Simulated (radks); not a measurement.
Values are calculated unless marked as measured or tabulated.
Coulomb parameter of the 4f shell of neutral neodymium in the model configuration [Xe] 4f2 5d2 6s2, as a second difference U = [E(n + 0.25) + E(n - 0.25) - 2 E(n)] / (0.25)^2 with all orbitals relaxed. "Bare": the charge of the atom changes with n. "Screened": the 5d shell takes up the change at fixed total charge, which measures U(4f,4f) + U(5d,5d) - 2 U(4f,5d). Code: a radial shooting solver on a logarithmic mesh with Libxc functionals. Model: scalar-relativistic Kohn-Sham, SCAN, spin-unpolarised, spherical densities, finite nucleus; meta-GGA in the generalised Kohn-Sham scheme; Fermi nuclear charge, rms radius 4.9123 fm. Estimate both.

Answer. U(bare) = 14.418 eV, U(screened by 5d) = 5.472 eV, against the Slater integral F0(4f,4f) = 27.201 eV with frozen orbitals. The step up makes a negative ion, whose loosely bound charge lowers the bare value.
